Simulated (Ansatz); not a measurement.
`[OH][AlH][NH][SiH3]` + `C[CH2][AlH2]` → `[OH][AlH][AlH2]` + `CCN[SiH3]`  (redistribution)

Isolated molecules relaxed with PBE0-D4/def2-TZVP in Ansatz; ΔE leaves out vibrations. CCSD(T)/CBS is the MP2 limit (def2-TZVPP, def2-QZVPP) plus CCSD(T) − MP2 in def2-TZVPP, frozen cores. DFT in def2-TZVPP. B3LYP here is the variant with VWN-RPA as its local correlation; programs differ in this. HSE06 is defined as in plane-wave codes. Each species was taken in one conformer, which may not be the lowest.

`[OH][AlH][NH][SiH3]`:

Cartesian coordinates in Å:
```
O -1.403 1.604 0.698
Al -1.209 -0.064 0.915
N 0.148 -0.836 0.070
Si 1.354 -0.171 -0.972
H -2.099 2.113 1.109
H -2.175 -0.923 1.821
H 0.234 -1.834 0.221
H 1.099 1.285 -1.099
H 1.321 -0.792 -2.327
H 2.729 -0.381 -0.435
```

`C[CH2][AlH2]`:

```xyz
10

C    -1.007    0.650   -0.583
C     0.398    0.057   -0.498
Al    0.878   -0.852    1.169
H    -1.193    1.138   -1.545
H    -1.178    1.397    0.197
H    -1.777   -0.116   -0.455
H     1.153    0.836   -0.672
H     0.563   -0.657   -1.317
H     2.320   -1.505    1.327
H    -0.156   -0.947    2.376
```

`[OH][AlH][AlH2]`:

```xyz
7

O    -0.648    1.897   -0.211
Al   -0.372    0.313   -0.781
Al    0.721   -1.252    0.964
H    -1.046    2.582   -0.747
H    -0.808   -0.009   -2.285
H    -0.150   -2.137    1.965
H     2.304   -1.394    1.095
```

`CCN[SiH3]`:

Z-matrix (Å, degrees):
```
C
C 1 1.516
H 1 1.092 2 110.6
H 1 1.093 2 111.0 3 120.8
H 1 1.094 2 110.8 3 -119.6
N 2 1.449 1 111.9 3 58.7
H 2 1.096 1 109.3 3 -60.7
H 2 1.100 1 109.4 3 -176.5
Si 6 1.715 2 123.6 1 -150.6
H 6 1.009 2 113.3 1 55.1
H 9 1.488 6 108.6 2 54.2
H 9 1.496 6 115.4 2 -65.4
H 9 1.486 6 107.4 2 174.2
```

```tsv
level	ΔE (kcal/mol)	difference from CCSD(T)/CBS
LDA (SPW92)	33.4	-4.7
PBE-D4	33.7	-4.4
revPBE-D4	33.4	-4.7
BLYP-D4	37.2	-0.9
PBE0-D4	34.5	-3.6
B3LYP-D4	37.6	-0.5
r2SCAN0-D4	38.6	0.5
HSE06-D4	34.5	-3.6
BHLYP-D4	38.3	0.2
CAM-B3LYP-D4	38.1	0.0
ωB97X-V	36.3	-1.8
ωB97M-V	40.2	2.1
B2PLYP	38.7	0.6
PBE-QIDH	37.1	-1.0
revPBE	33.2	-4.9
BLYP	36.5	-1.6
r2SCAN	38.9	0.8
PBE0	34.2	-3.9
B3LYP	37.1	-1.0
r2SCANh	38.8	0.7
r2SCAN0	38.5	0.4
HSE06	34.2	-3.9
BHLYP	37.7	-0.4
CAM-B3LYP	37.8	-0.3
LC-ωPBE	36.4	-1.7
RPA@PBE/def2-TZVPP	35.6	-2.5
HF/def2-SVP	35.6	-2.5
MP2/def2-SVP	38.8	0.7
CCSD/def2-SVP	35.3	-2.8
CCSD(T)/def2-SVP	35.1	-3.0
HF/def2-TZVPP	36.5	-1.6
MP2/def2-TZVPP	41.1	3.0
SCS-MP2/def2-TZVPP	39.5	1.4
CCSD/def2-TZVPP	37.3	-0.8
CCSD(T)/def2-TZVPP	37.5	-0.6
HF/def2-QZVPP	36.8	-1.3
MP2/def2-QZVPP	41.5	3.4
SCS-MP2/def2-QZVPP	40.0	1.9
HF/CBS(def2)	36.9	-1.2
MP2/CBS(def2)	41.7	3.6
CCSD(T)/CBS	38.1	0
```

Largest T1 diagnostic among the species: 0.013.

From BLYP to BHLYP (50 % exact exchange), in def2-TZVPP and without D4, ΔE moves by +1.2 kcal/mol. In def2-TZVPP, CCSD(T) changes the Hartree–Fock value by +1.0 kcal/mol (the triples alone add +0.2 kcal/mol) and MP2 by +4.5 kcal/mol. At CCSD(T), def2-SVP lies −3.0 kcal/mol from the extrapolated value and def2-TZVPP −0.6 kcal/mol.
